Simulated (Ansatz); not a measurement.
Computed with Ansatz on PBE0-D4/def2-TZVP structures; ΔE is electronic, products minus reactants. CBS: MP2 limit from def2 TZ/QZ plus the TZ coupled-cluster correction, frozen cores. DFT in def2-TZVPP. B3LYP here is the variant with VWN-RPA as its local correlation; programs differ in this. For Se outer-core shells are correlated without core-valence functions, which leaves a few kJ/mol of doubt a bond. Scalar relativity is left out up to krypton. One conformer a species, not always the lowest.

Reaction (formal exchange of groups at the Se–C bond): `[SeH]C1CC=N1` + `N[SiH2][AlH2]` → `N[SiH2][AlH][SeH]` + `C1=NCC1`

| level | ΔE (kJ/mol) | difference from CCSD(T)/CBS |
| --- | --- | --- |
| r2SCAN-D4 | -176.7 | -6.3 |
| PBE0-D4 | -174.1 | -3.7 |
| B3LYP-D4 | -168.6 | 1.8 |
| ωB97X-V | -166.4 | 4.0 |
| B2PLYP | -170.2 | 0.2 |
| PBE | -172.6 | -2.2 |
| PBE0 | -175.5 | -5.1 |
| HF/def2-TZVPP | -176.4 | -6.0 |
| MP2/def2-TZVPP | -165.9 | 4.5 |
| SCS-MP2/def2-TZVPP | -163.6 | 6.8 |
| CCSD(T)/def2-TZVPP | -166.7 | 3.7 |
| HF/def2-QZVPP | -175.6 | -5.2 |
| MP2/def2-QZVPP | -167.8 | 2.6 |
| SCS-MP2/def2-QZVPP | -165.4 | 5.0 |
| MP2/CBS(def2) | -169.6 | 0.8 |
| CCSD/CBS(def2) | -171.8 | -1.4 |
| CCSD(T)/CBS | -170.4 | 0 |

Largest T1 diagnostic among the species: 0.011.

The D4 term adds +3.3 kJ/mol with B3LYP and +1.4 kJ/mol with PBE0; it sums over pairs of atoms, weighted by their polarisabilities, and B3LYP, whose exchange is more repulsive, gets the larger term. In def2-TZVPP, CCSD(T) changes the Hartree–Fock value by +9.7 kJ/mol (the triples alone add +1.5 kJ/mol) and MP2 by +10.5 kJ/mol.
